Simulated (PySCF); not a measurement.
J couplings in `[SnH3][BH]NC`, CH$_{8}$BNSn

Geometry (Å), atoms numbered from 1 in this order:
```xyz
12

C    -2.0534    0.4020   -0.6003
N    -0.6258    0.4775   -0.8136
B     0.3399    0.8267    0.1173
Sn    2.5103    0.8722   -0.4832
H    -2.6011    1.0596   -1.2955
H    -2.4315   -0.6248   -0.7393
H    -2.2855    0.7171    0.4255
H    -0.3471    0.2416   -1.7609
H    -0.0209    1.1091    1.2386
H     2.6981    0.4515   -2.1481
H     3.2278    2.4226   -0.2896
H     3.4871   -0.2264    0.4080
```

Calculated values (PySCF integrals, density fitting): indirect couplings, PBE0/pcJ-1 (dyall-v2z on Sn), isolated molecule, finite nuclei, structure from PBE0-D3(BJ)/def2-SVP.

Non-relativistic values:
```tsv
coupling	atoms	J (Hz)
1J(119Sn,11B)	Sn4 – B3	-643.0
1J(119Sn,1H)	Sn4 – H10/H11/H12	-1196.6
2J(119Sn,15N)	Sn4 – N2	22.2
2J(119Sn,1H)	Sn4 – H9	-133.6
3J(119Sn,13C)	Sn4 – C1	-74.0
3J(119Sn,1H)	Sn4 – H8	-54.3
4J(119Sn,1H)	Sn4 – H5/H6/H7	6.7
```

Question: What do two-component X2C with spin–orbit coupling give?

Answer: 
```tsv
coupling	atoms	with spin–orbit (Hz)
1J(119Sn,11B)	Sn4 – B3	-807.6
1J(119Sn,1H)	Sn4 – H10/H11/H12	-1501.6
2J(119Sn,15N)	Sn4 – N2	28.8
2J(119Sn,1H)	Sn4 – H9	-203.5
3J(119Sn,13C)	Sn4 – C1	-97.9
3J(119Sn,1H)	Sn4 – H8	-74.4
4J(119Sn,1H)	Sn4 – H5/H6/H7	8.4
```

The largest listed coupling, 1J(119Sn,1H), ends at 1.25 times its non-relativistic value. Equivalent partners are averaged, as under fast rotation. In the static structure 4J(119Sn,1H) spreads over 9.5, 12.4, 3.4 Hz.
